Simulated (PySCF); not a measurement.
C4H8FNSi2.
Structure used (GFN2-xTB), in Å, numbered top down from 1:
```
atom  x, y, z in Å
C1     2.720   -1.716    1.266
C2     1.821   -0.920    1.220
Si3    0.436    0.313    1.160
C4    -1.192   -0.496    0.611
C5    -1.254   -0.442   -0.910
F6    -2.576   -0.580   -1.338
Si7   -0.473    1.194   -1.543
N8     0.604    1.385   -0.202
H9     3.505   -2.417    1.302
H10    0.374    1.063    2.417
H11   -1.317   -1.517    0.972
H12   -2.030    0.082    1.002
H13   -0.734   -1.309   -1.335
H14    0.261    1.009   -2.795
H15   -1.468    2.265   -1.626
H16    1.315    2.095   -0.212
```

Computed at PBE0/pcSseg-1 (PySCF, non-relativistic), with Q(14N) = 0.02044 b: N8, 14N (I = 1): χzz = -3.579 MHz, η = 0.338.

(1) Find the zero-field quadrupole resonance frequencies of 14N at N8.

Answers

(1) From ν± = (3/4)|χ|(1 ± η/3) and ν0 = |χ|η/2: ν+ 2.986 MHz, ν− 2.382 MHz, ν0 0.605 MHz (nitrogen bridging silicon atoms).

In a crystal, neighbours and librations shift these lines. The structure is a single GFN2-xTB conformer in the gas phase; no vibrational or solvent corrections. GFN2-xTB bond lengths can be off by several hundredths of an ångström, more for odd bonds, and the gradients follow them. The small basis limits the accuracy of the gradients.
